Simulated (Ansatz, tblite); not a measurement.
Isomers of H$_{6}$Au$_{3}$ (doublet), found by a short tight-binding search and relaxed with PBE0-D4/def2-SVP in Ansatz.

In the def2 sets Au takes a core potential; there is no spin–orbit coupling. The xTB rows come from tblite. Correlated methods freeze no core orbitals; core or outer-core shells of Au are correlated, in sets that lack core-valence functions.

Other spin states weren't relaxed.

A:

```xyz
9

Au    0.0296   -1.3713    0.8586
Au    0.6115   -0.7803   -1.6972
Au   -0.7586    0.9385    2.1263
H    -1.1517    2.4405    2.4963
H     0.8615    0.0195   -3.2765
H     0.5882   -2.1292   -0.6487
H    -0.3586    1.1899    0.5097
H     0.6469    0.6484   -2.7672
H    -0.4688   -0.9561    2.3988
```

B:

```
atom   x (Å)   y (Å)   z (Å)
 Au1  -1.669  -0.870  -0.244
 Au2   0.843   1.116  -0.068
 Au3   0.707  -1.709   0.677
  H4  -0.198  -3.024   0.811
  H5   0.305   2.510  -0.580
  H6  -3.045  -0.323  -0.800
  H7   1.738  -0.284   0.537
  H8  -0.861   0.629  -0.423
  H9   2.181   1.954   0.089
```

C:

Cartesian coordinates in Å:
```
Au -0.7613 -1.3160 0.8532
Au -0.4417 -0.2278 -1.9028
Au 0.7258 0.9323 0.6977
H -1.1135 -1.5027 -0.9025
H -1.1546 -1.0927 -3.0360
H 1.5998 2.2169 0.7050
H -0.4404 -1.1462 2.4098
H 0.4723 1.0248 -1.0400
H 1.1136 1.1115 2.2156
```

Problem. Estimate their order by electronic energy at B2PLYP/def2-TZVP, counted from the lowest.

Solution. A (0.0) < B (2.5) < C (18.9), in kJ/mol.

Problem. Do the other levels pick the same lowest one?

Solution. Not GFN1-xTB, GFN2-xTB, PBE-D4/def2-TZVP, r2SCAN-D4/def2-TZVP, PBE0-D4/def2-TZVP, MP2/def2-TZVP. Energies above each level's lowest (kJ/mol):

```
              level     A     B     C
           GFN1-xTB  85.9   0.0  18.6
           GFN2-xTB  61.7   0.0  19.2
       HF/def2-TZVP   0.0  68.3  89.4
   PBE-D4/def2-TZVP  18.3   0.0  17.7
r2SCAN-D4/def2-TZVP  23.0   0.0  17.4
  PBE0-D4/def2-TZVP   1.2   0.0  17.3
   B2PLYP/def2-TZVP   0.0   2.5  18.9
      MP2/def2-TZVP   5.0   0.0   9.4
```
Point groups (tolerance 0.1 Å): A Cs, B not assigned, C not assigned. Lower isomers may exist.
